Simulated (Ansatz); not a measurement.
A structure relaxed at PBE0-D4/def2-TZVP in Ansatz, charge 0, doublet:

```xyz
5

Li    1.360   -1.130   -0.305
Li   -0.514    0.091    1.715
Li    1.314    2.184   -0.092
Sn   -0.665    0.658   -1.032
Sn   -1.495   -1.804   -0.286
```

Question: Give its formula and point group.

Answer: Li3Sn2. Point group Cs (tolerance 0.1 Å).

Question: Summarise the bond lengths by kind (pairs closer than 1.2 times the sum of covalent radii, bridged metal pairs left out).

Answer: 5 × Li–Sn 2.67 to 2.93 Å; 1 × Li–Li 3.01 Å; 1 × Sn–Sn 2.70 Å.

In the def2 sets Sn takes a core potential; there is no spin–orbit coupling. The structure comes from a short search, and lower isomers may exist.
